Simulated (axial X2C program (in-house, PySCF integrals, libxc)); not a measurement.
# How long does LiI⁺ take?

A bond scan computed with an in-house relativistic program for diatomic molecules. Basis: I dyall-cv3z [11s12p8d4f1g], Li dyall-cv3z [7s8p2d] (cores contracted in-house).

The run was started with this input:
```json
{"zs": [53, 3], "q": 1, "bas": ["dyall-cv3z", "dyall-cv3z"], "levels": ["PBE0", "HF", "BHandHLYP"], "cc": true, "r0": 2.66, "thr": -2.0, "nmax": 90, "npts": 10, "nst": 2, "ntry": 6}
```
```bash
python so2c.py task.json out
```

Keys: zs atomic numbers; q charge; bas basis sets; levels methods; cc coupled cluster on or off; r0 starting distance in Å; thr threshold in hartree for freezing inner shells (an s shell follows its p shell); nmax most natural virtual spinors; npts points on the curve; nst determinants followed; ntry starts of the search. HF also brings MP2.

Hardware: 1 thread of AMD EPYC 9R45 96-Core Processor (Zen 5), on a shared host.

Wall time of one point of each curve, integrals apart:

```json
{"Hamiltonian": "spin-free", "level": "PBE0", "points": "10", "seconds a point": "0.19"}
{"Hamiltonian": "spin-free", "level": "HF", "points": "10", "seconds a point": "0.1"}
{"Hamiltonian": "spin-free", "level": "CCSD(T) (7 electrons, 66 virtuals)", "points": "7", "seconds a point": "0.54"}
{"Hamiltonian": "spin-free", "level": "BHandHLYP", "points": "10", "seconds a point": "0.19"}
{"Hamiltonian": "2c", "level": "PBE0", "points": "10", "seconds a point": "0.25"}
{"Hamiltonian": "2c", "level": "HF", "points": "10", "seconds a point": "0.17"}
{"Hamiltonian": "2c", "level": "CCSD(T) (7 electrons, 66 virtuals)", "points": "7", "seconds a point": "0.64"}
{"Hamiltonian": "2c", "level": "BHandHLYP", "points": "10", "seconds a point": "0.24"}
```

The rest:

Search with its distance optimisation 6.3 s, atoms 6.2 s, whole task 37 s. Coupled cluster runs on the points near the minimum only. The program drops outer points, and coupled cluster, when its time limit (not in the input) nears; MP2, further determinants and curves that did not converge are not in the table.
